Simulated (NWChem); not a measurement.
Species: BHOIF; SMILES OB(F)I

```xyz
5

B      0.0435    -1.3062     0.0000
F     -1.0914    -1.9904     0.0000
I     -0.0335     0.8251     0.0000
O      1.2312    -1.9215     0.0000
H      1.1527    -2.8845     0.0000
```
Atoms are numbered in this order, from 1.

Results from NWChem. STO-3G and 3-21G are far too small for this property and stand as cheap habits. Coordinates come from a PBE0/def2-SVP optimisation. def2 effective core potentials on I; no spin-orbit coupling. B3LYP is NWChem's, with the RPA form of VWN correlation. Field at 589 nm.

```csv
level,isotropic polarisability (bohr³),anisotropy (bohr³)
"B3LYP/STO-3G (all-electron, non-relativistic)",16.8,27.6
B3LYP/def2-SVP (core potentials),38.1,28.8
B3LYP/def2-SVPD (core potentials),___,___
```

Problem. Fill in the missing entries.

Solution. 
- B3LYP/def2-SVPD (core potentials), isotropic polarisability (bohr³): 55.4
- B3LYP/def2-SVPD (core potentials), anisotropy (bohr³): 21.4
